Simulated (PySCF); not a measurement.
TTF, SMILES C1=CSC(=C2SC=CS2)S1 (PBE0/def2-SVP optimised geometry):

```
14

C     -1.160    -3.034    -0.001
C     -2.286    -2.307    -0.001
S     -2.137    -0.568     0.000
C     -0.367    -0.568     0.000
C      0.367     0.568     0.000
S     -0.363     2.181     0.000
C      1.160     3.034     0.001
C      2.286     2.307     0.001
S      2.137     0.568     0.000
S      0.363    -2.181     0.000
H     -1.127    -4.124    -0.001
H     -3.294    -2.725    -0.001
H      1.127     4.124     0.001
H      3.294     2.725     0.001
```

Calculation: PBE0/def2-TZVP (PySCF).

### Question
What are the frontier orbital energies and the dipole moment?

### Answer
HOMO-2 -7.98 eV, HOMO-1 -6.79 eV, HOMO -4.77 eV, LUMO -0.94 eV, LUMO+1 -0.47 eV; dipole moment 0.00 D.

On the same geometry PBE/def2-TZVP (PySCF) gives HOMO-2 -6.77 eV, HOMO-1 -5.72 eV, HOMO -3.88 eV, LUMO -1.90 eV, LUMO+1 -1.36 eV; dipole moment 0.00 D.

Meta-Löwdin charges at PBE0/def2-TZVP: C1 -0.24, C2 -0.24, S3 0.21, C4 -0.25, C5 -0.25, S6 0.21, C7 -0.24, C8 -0.24, S9 0.21, S10 0.21, H11 0.15, H12 0.15, H13 0.15, H14 0.15.
